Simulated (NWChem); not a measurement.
Molecule: CH₆FNOSi; SMILES NC[Si@@H](O)F

```xyz
11

N     -0.0547    -2.3060     0.0552
C     -0.7687    -1.0787    -0.3687
Si    -0.0121     0.5003     0.3097
O      1.5345     0.5503    -0.2850
F     -0.8353     1.8129    -0.1605
H     -0.0634    -2.3822     1.0718
H      0.9253    -2.2373    -0.2158
H     -0.7766    -1.0497    -1.4657
H     -1.8203    -1.1689    -0.0687
H      0.0019     0.5258     1.7989
H      2.1383     1.2031     0.0948
```
Atoms are numbered in this order, from 1.

Program: NWChem. Medium grid unless said otherwise, to which SCAN and Minnesota functionals are sensitive. Coordinates come from a B3LYP/6-31G* (spherical d) optimisation. Hybrids' shares of exact exchange are those that their runs print; pure functionals count as 0. The functionals differ in more than this share.

```
row                     share of exact exchange  highest occupied level (eV)
----------------------  -----------------------  ---------------------------
PBE/def2-TZVP                              0.00                        -5.39
r2SCAN/def2-TZVP                           0.00                        -5.66
TPSSh/def2-TZVP                            0.10                        -6.03
B3LYP/def2-TZVP                            0.20                        -6.59
M06-2X/def2-TZVP                           0.54                     withheld
Hartree-Fock/def2-TZVP                     1.00                       -10.31
```

**Question.** Fit a straight line of the last column on the one before it, predict the withheld value, and compare with the run.

**Answer.** 
1. Means of the 5 shown rows: x = 0.260, y = -6.796. Slope Σ(x − x̄)(y − ȳ)/Σ(x − x̄)² = -3.396/0.7120 = -4.770; intercept -5.556.
2. The shown rows scatter about the line by 0.095 (root mean square); the largest residual is +0.17, at PBE/def2-TZVP.
3. At x = 0.54 (M06-2X/def2-TZVP; inside the shown range) the line gives -8.13.
4. The run gives -8.21, -0.08 from the line, 0.8 times the scatter.
